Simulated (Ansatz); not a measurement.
The cluster Li₂Al₅⁻. Total charge -1; triplet. Geometry PBE-D4/def2-SVP, that of the neutral doublet; atoms count from 1.

| atom | x (Å) | y (Å) | z (Å) |
| --- | --- | --- | --- |
| Li1 | 0.993 | -2.444 | 1.339 |
| Li2 | -0.982 | 2.607 | 0.996 |
| Al3 | 0.545 | 1.670 | -1.022 |
| Al4 | 1.589 | -0.955 | -0.838 |
| Al5 | -0.827 | -1.769 | -0.780 |
| Al6 | -1.782 | 0.626 | -0.914 |
| Al7 | 0.464 | 0.266 | 1.220 |

At PBE0-D4/def2-TZVPD a singlet of charge -1 lies 0.40 eV below the triplet, each at its own geometry. The structure comes from a short search, and lower isomers may exist.

Estimate the Mulliken populations from the PBE0/def2-TZVPD orbitals of Ansatz.


```csv
atom,charge (e),spin (α − β)
Li1,0.12,0.06
Li2,0.12,0.05
Al3,-0.28,0.29
Al4,-0.28,0.27
Al5,-0.20,0.32
Al6,-0.21,0.32
Al7,-0.27,0.68
```
Mulliken values and Mayer orders depend strongly on the basis. With diffuse functions, as here, like atoms can get unlike values, and bond orders can come out too low or too high.

Where does the spin sit?

Summed by element: Li 0.11, Al 1.89, of 2 unpaired in all. Largest on single atoms: Al7 0.68, Al5 0.32, Al6 0.32.

And the Mayer bond orders between bonded heavy atoms (over 0.3)?

Li1–Al4 0.35 (2.70 Å); Li1–Al5 0.34 (2.87 Å); Li1–Al7 0.46 (2.76 Å); Li2–Al3 0.36 (2.70 Å); Li2–Al6 0.34 (2.86 Å); Li2–Al7 0.46 (2.76 Å); Al3–Al4 0.67 (2.83 Å); Al3–Al6 0.58 (2.55 Å); Al3–Al7 0.52 (2.65 Å); Al4–Al5 0.58 (2.55 Å); Al4–Al7 0.52 (2.64 Å); Al5–Al6 0.98 (2.58 Å). Values over 0.3 also appear between atoms too far apart for a bond (Al3–Al5 0.35 at 3.71 Å; Al4–Al6 0.35 at 3.72 Å; Al5–Al7 0.32 at 3.13 Å; Al6–Al7 0.32 at 3.12 Å); they arise where an orbital or an unpaired electron spreads over both atoms.
